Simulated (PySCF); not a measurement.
PySCF 2.14 output of an unrestricted PBE calculation on a single atom or ion in cc-pVDZ-PP with ECP28MDF, with scalar relativity through the core potential:

```
SCF conv_tol = 1e-09
number electrons alpha = 7  beta = 5
    J. P. Perdew, K. Burke, and M. Ernzerhof.,  Phys. Rev. Lett. 77, 3865 (1996)
    J. P. Perdew, K. Burke, and M. Ernzerhof.,  Phys. Rev. Lett. 78, 1396 (1997)
    J. P. Perdew, K. Burke, and M. Ernzerhof.,  Phys. Rev. Lett. 77, 3865 (1996)
    J. P. Perdew, K. Burke, and M. Ernzerhof.,  Phys. Rev. Lett. 78, 1396 (1997)
cycle= 1 E= -46.7526581563249  delta_E= -0.00588  |g|= 0.00922  |ddm|= 0.51
cycle= 2 E= -46.7526957259863  delta_E= -3.76e-05  |g|= 0.00922  |ddm|= 0.0872
cycle= 3 E= -46.7527604162296  delta_E= -6.47e-05  |g|= 0.000546  |ddm|= 0.0635
cycle= 4 E= -46.7527606852423  delta_E= -2.69e-07  |g|= 3.43e-05  |ddm|= 0.00412
cycle= 5 E= -46.7527606866135  delta_E= -1.37e-09  |g|= 6.9e-07  |ddm|= 0.000157
cycle= 6 E= -46.752760686614  delta_E= -5.12e-13  |g|= 2.05e-08  |ddm|= 5.08e-06
converged SCF energy = -46.752760686614  <S^2> = 2.0022322  2S+1 = 3.0014878
```

The run itself started from symmetry-adapted Hartree-Fock orbitals and held the occupation by maximum overlap, on a logarithmic radial grid, so the iterations belong to that start.

Question: Which element, charge and spin multiplicity is this?

Answer: Zr (zirconium, neutral), multiplicity 3; the state was [Kr] 4d2 5s2, high-spin 3F determinant.

Energies and moments cover only the electrons outside the core potential.
